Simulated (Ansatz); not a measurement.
Reaction (cleavage of the Sb–B bond): `N[BH][SbH2]` + NH₃ → `[NH2][SbH2]` + `BN`

Computed with Ansatz on PBE0-D4/def2-TZVP structures; ΔE is electronic, products minus reactants. CCSD(T)/CBS adds triple-zeta CCSD(T) − MP2 to the extrapolated MP2 energy (def2 sets, frozen cores). This one scheme is used for every species. DFT in def2-TZVPP. B3LYP here is the variant with VWN-RPA as its local correlation; programs differ in this. HSE06 is defined as in plane-wave codes. def2 core potentials past Kr. For Sb outer-core shells are correlated without core-valence functions, which leaves a few kJ/mol of doubt a bond. One conformer a species, not always the lowest.

| level | ΔE (kJ/mol) | difference from CCSD(T)/CBS |
| --- | --- | --- |
| BLYP-D4 | 23.4 | -10.2 |
| r2SCAN-D4 | 32.4 | -1.2 |
| B3LYP-D4 | 26.5 | -7.1 |
| r2SCAN | 31.8 | -1.8 |
| r2SCANh | 33.3 | -0.3 |
| r2SCAN0 | 35.2 | 1.6 |
| HSE06 | 35.8 | 2.2 |
| BHLYP | 23.6 | -10.0 |
| HF/def2-SVP | 34.4 | 0.8 |
| CCSD(T)/def2-SVP | 40.8 | 7.2 |
| CCSD(T)/CBS | 33.6 | 0 |

Largest T1 diagnostic among the species: 0.014.

From BLYP to BHLYP (50 % exact exchange), in def2-TZVPP and without D4, ΔE moves by +3.8 kJ/mol. The D4 term adds +3.3 kJ/mol with B3LYP and +1.9 kJ/mol with PBE0; it sums over pairs of atoms, weighted by their polarisabilities, and B3LYP, whose exchange is more repulsive, gets the larger term.
